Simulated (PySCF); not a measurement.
Ligands exchanged one at a time, Ga NH2-SiH3. Gas-phase values, no solvent. One relaxed conformer stands for each flexible species; it need not be the lowest. Strings in code marks are SMILES.

Calculation: PySCF with PBE-D3(BJ)/def2-TZVP // r2SCAN-D4/def2-TZVP. All candidates: neutral, multiplicity 1. Excitations are Tamm–Dancoff values on a coarser integration grid. The basis has no diffuse functions, so Rydberg states are missing or too high.

- T1 excitation (TDA) = 3.94 eV
- HOMO–LUMO gap = 4.17 eV
- S1 excitation (TDA) = 4.84 eV

Q: Name which member has these values.
A) `[SiH3][Ga]([SiH3])[SiH3]`
B) `[NH2][Ga]([SiH3])[SiH3]`
C) `[NH2][Ga]([NH2])[SiH3]`
D) `[NH2][Ga]([NH2])[NH2]`

A: C, `[NH2][Ga]([NH2])[SiH3]`. The others give `[NH2][Ga]([NH2])[NH2]`: 4.49 eV, 4.66 eV, 4.81 eV; `[NH2][Ga]([SiH3])[SiH3]`: 3.64 eV, 3.96 eV, 4.22 eV; `[SiH3][Ga]([SiH3])[SiH3]`: 2.65 eV, 2.93 eV, 3.15 eV
